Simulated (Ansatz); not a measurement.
CH₉BSi₃, SMILES `[SiH3][Si]1([SiH3])BC1`, relaxed with RKS PBE-D4/def2-SVP in the Gaussian-basis code of Ansatz from a rough embedded geometry. The force threshold is 0.03 eV/Å; the program also tests the step.

Total charge 0; spin multiplicity 1.

Start:

```xyz
14

Si    1.088    0.466    1.766
Si   -0.185   -0.303    0.183
Si   -1.844    0.993   -0.472
B     0.974   -0.529   -1.475
C     0.313   -1.726   -0.797
H     1.875    1.609    1.351
H     0.269    0.834    2.961
H     2.030   -0.638    2.217
H    -2.743    0.268   -1.415
H    -1.353    2.210   -1.124
H    -2.690    1.397    0.694
H     1.718   -0.028   -2.263
H     1.037   -2.421   -0.234
H    -0.490   -2.131   -1.393
```

| step | energy (eV) | largest force (eV/Å) | largest move (Å) |
| --- | --- | --- | --- |
| 1 | -25466.2269 | 2.920 | 0.000 |
| 2 | -25466.8184 | 1.434 | 0.198 |
| 3 | -25466.9677 | 0.397 | 0.200 |
| 4 | -25467.0054 | 0.346 | 0.168 |
| 5 | -25467.0595 | 0.207 | 0.200 |
| 6 | -25467.0783 | 0.414 | 0.191 |
| 7 | -25467.0953 | 0.248 | 0.076 |
| 8 | -25467.1167 | 0.217 | 0.142 |
| 9 | -25467.1454 | 0.322 | 0.196 |
| 10 | -25467.1671 | 0.412 | 0.192 |
| 11 | -25467.1826 | 0.382 | 0.154 |
| 12 | -25467.1938 | 0.480 | 0.092 |
| 13 (rejected) | -25467.1680 | 0.972 | 0.128 |
| 14 | -25467.2061 | 0.066 | 0.063 |
| 15 | -25467.2082 | 0.081 | 0.059 |
| 16 | -25467.2097 | 0.067 | 0.055 |
| 17 | -25467.2106 | 0.066 | 0.050 |
| 18 | -25467.2113 | 0.043 | 0.028 |
| 19 | -25467.2116 | 0.032 | 0.017 |
| 20 | -25467.2121 | 0.015 | 0.050 |
| 21 | -25467.2122 | 0.019 | 0.038 |

End:

```xyz
14

Si    1.296    0.730    1.758
Si    0.283    0.245   -0.307
Si   -1.910    1.036   -0.487
B     1.232   -0.944   -1.512
C     0.083   -1.747   -0.985
H     1.507    2.217    1.887
H     0.428    0.278    2.907
H     2.629    0.038    1.857
H    -2.528    0.509   -1.756
H    -1.905    2.540   -0.525
H    -2.751    0.596    0.683
H     2.393   -1.186   -1.745
H     0.217   -2.741   -0.517
H    -0.975   -1.572   -1.258
```

It took 26 s on 4 threads of an Intel Xeon Platinum 8375C on a shared host, with 0.2 GiB of host memory at the peak.
